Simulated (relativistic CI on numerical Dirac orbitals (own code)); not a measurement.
# Ni³⁺ in a cubic cluster: 1s photoemission with charge transfer

Computed with a charge-transfer multiplet model of a cubic metal-ligand cluster with up to 2 ligand holes, Slater and spin-orbit integrals from Dirac-Coulomb-Breit ions, Slater integrals scaled by 0.7. The ground state mixes d7 with configurations of k ligand holes L, whose averages lie at kΔ + k(k − 1)U_dd/2; a core hole lowers each added d electron by U_cd. 300 K, Lorentzian 1.1 eV and Gaussian 0.6 eV FWHM.

Atomic integrals in eV (Slater integrals scaled, ζ unscaled), ground: F2dd 9.255, F4dd 5.778, zeta_d 0.089; with the core hole: F2dd 10.405, F4dd 6.525, zeta_d 0.123, G2cd 0.062.

Cluster parameters (eV): Δ = 1.3, U_cd = 8.3, 10Dq = 0.4, 10Dq(ligand) = 0.6, V(eg) = 2.7, V(t2g) = -1.44, final-state hopping factor = 0.8.

| Case | n_d | d7 | d8L | d9L2 | S |
| --- | --- | --- | --- | --- | --- |
| U_dd = 5.4 eV | 7.56 | 0.50 | 0.44 | 0.06 | 1.24 |
| U_dd = 6.8 eV | 7.50 | 0.54 | 0.42 | 0.04 | 1.40 |
| U_dd = 7.5 eV | 7.48 | 0.56 | 0.41 | 0.03 | 1.43 |
| U_dd = 8.2 eV | 7.47 | 0.56 | 0.40 | 0.03 | 1.46 |
| U_dd = 8.9 eV | 7.46 | 0.57 | 0.40 | 0.03 | 1.47 |

Weights, n_d and S are thermal averages at 300 K. Binding energies count from the first peak over 30 % of the highest in each spectrum, which can be another peak from case to case. The parameters are a model scan and need not match a compound or its usual spin state. Peaks in eV (height, largest 100):
- U_dd = 5.4 eV: 0.0 (100), 7.0 (43), 11.9 (20)
- U_dd = 6.8 eV: 0.0 (100), 6.9 (36), 11.3 (20)
- U_dd = 7.5 eV: 0.0 (100), 6.9 (33), 11.0 (19)
- U_dd = 8.2 eV: 0.0 (100), 7.1 (31), 10.9 (17)
- U_dd = 8.9 eV: 0.0 (100), 7.3 (30), 10.9 (16)

Curve for U_dd = 6.8 eV (points under 2 left out, the grid thinned):

E (eV), Intensity and a bar:
```
     -4.6        2.1 
     -4.2        2.5 
     -3.7        3.3 
     -3.3        4.1 #
     -2.9        5.4 #
     -2.5        7.4 ##
     -2.0       11.9 ###
     -1.6       19.4 #####
     -1.2       33.6 ##########
     -0.7       61.1 ##################
     -0.3       88.3 ###########################
      0.1       98.8 ##############################
      0.6       62.0 ###################
      1.0       34.6 ##########
      1.4       21.9 ######
      1.8       15.4 ####
      2.3        9.9 ##
      2.7        7.4 ##
      3.1        6.0 #
      3.6        5.3 #
      4.0        5.2 #
      4.4        5.6 #
      4.9        7.3 ##
      5.3       10.5 ###
      5.7       15.9 ####
      6.1       22.8 ######
      6.6       33.4 ##########
      7.0       35.1 ##########
      7.4       27.2 ########
      7.9       15.1 ####
      8.3        9.3 ##
      8.7        6.4 #
      9.1        5.1 #
      9.6        4.9 #
     10.0        6.0 #
     10.4        8.9 ##
     10.9       16.3 ####
     11.3       19.7 #####
     11.7       15.2 ####
     12.2        8.0 ##
     12.6        5.6 #
     13.0        4.6 #
     13.4        3.9 #
     13.9        3.0 
     14.3        2.2
```

For the case U_dd = 6.8 eV, Δ = 1.3 eV is smaller than U_dd = 6.8 eV, the charge-transfer side of the Zaanen-Sawatzky-Allen scheme. With the core hole the average of the configuration with one ligand hole lies at Δ − U_cd = -7.0 eV before mixing: it lies below the unscreened one, so the lowest final states are mostly screened and the unscreened weight appears at higher binding energy as a satellite.

With at most 2 ligand holes the space is cut while the next configuration still counts, so covalency is underestimated, and a final configuration with one more ligand hole, which can lie low, is missing from the spectra.
